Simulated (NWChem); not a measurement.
# Correlation energy of Se

SMILES: [Se]
```xyz
1

Se     0.0000     0.0000     0.0000
```
Charge 0, spin multiplicity 3.

Program: NWChem.

Basis set: def2-QZVP. Each correlation energy counts from its own Hartree-Fock reference.

The Hamiltonian is non-relativistic. The correlated methods keep 9 core orbitals frozen. The stability of the SCF solutions was not checked. Open-shell Hartree-Fock references start from PBE0 orbitals. Coupled-cluster values serve here as a point of comparison, not as the truth.

**Question.** One of these methods gave a correlation energy of -280.7 mHa. Which?
(A) UMP2
(B) CCSD[T] on ROHF
(C) CCSD on ROHF
(D) SCS-UMP2

**Answer.** A, UMP2. The others give -260.2 (SCS-UMP2), -290.9 (CCSD on ROHF), -299.6 (CCSD[T] on ROHF).
